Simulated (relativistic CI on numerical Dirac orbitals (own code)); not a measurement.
# Transition arrays of Sb6+

Computed by Dirac-Coulomb-Breit CI, KLI orbitals optimised for each configuration, QED by a radiative potential, valence Slater integrals scaled by 0.9, whole transition arrays (own radial code, finite nucleus).

Configurations in the expansion (outside the closed core [Ar] 3d10 4s2): 4p⁶4d⁹, 4p⁶4d⁸4f, 4p⁵4d¹⁰, 4p⁶4d⁸5p, 4p⁶4d⁸5f. Levels of other configurations are missing.

All E1 lines from the levels of 4p⁶4d⁹; mean and standard deviation are weighted by gf, and upper levels are sorted by their leading configuration.

```
Upper configuration  Lines   Σgf  Mean (eV)  Mean (nm)  σ (eV)  Strongest line (nm)
           4p⁶4d⁸4f     81  44.5      76.52     16.203    1.87               16.053
           4p⁶4d⁸5p     60  10.6      50.85     24.381    1.26               24.323
           4p⁶4d⁸5f     84  83.3      94.31     13.147    4.05               12.934
```

Σgf per state of the lower configuration in bins of 0.5 nm over the central range (centre: value): 12.75: 4.91, 13.25: 2.57, 14.25: 0.23, 14.75: 0.13, 15.25: 0.40, 15.75: 0.18, 16.25: 4.05, 16.75: 0.08, 17.75: 0.14, 23.75: 0.22, 24.25: 0.41.

Question: How do configuration mixing and the scaling of the Slater integrals move the arrays?

Answer: Slater scale 0.9, no configuration mixing: 4p⁶4d⁸4f 81.3 ± 1.9 eV (Σgf 103.3), 4p⁵4d¹⁰ 79.1 ± 3.6 eV (Σgf 5.9), 4p⁶4d⁸5p 50.9 ± 1.2 eV (Σgf 12.3), 4p⁶4d⁸5f 90.1 ± 1.5 eV (Σgf 7.9); Slater scale 1: 4p⁶4d⁸4f 77.7 ± 2.1 eV (Σgf 41.7), 4p⁶4d⁸5p 50.9 ± 1.4 eV (Σgf 10.6), 4p⁶4d⁸5f 95.2 ± 4.0 eV (Σgf 88.5); Slater scale 0.8: 4p⁶4d⁸4f 75.3 ± 1.7 eV (Σgf 47.0), 4p⁶4d⁸5p 50.8 ± 1.1 eV (Σgf 10.7), 4p⁶4d⁸5f 93.4 ± 4.1 eV (Σgf 78.3). With mixing, levels are counted to their leading configuration, so an array can shrink or vanish into another, and the sums then hold other lines.
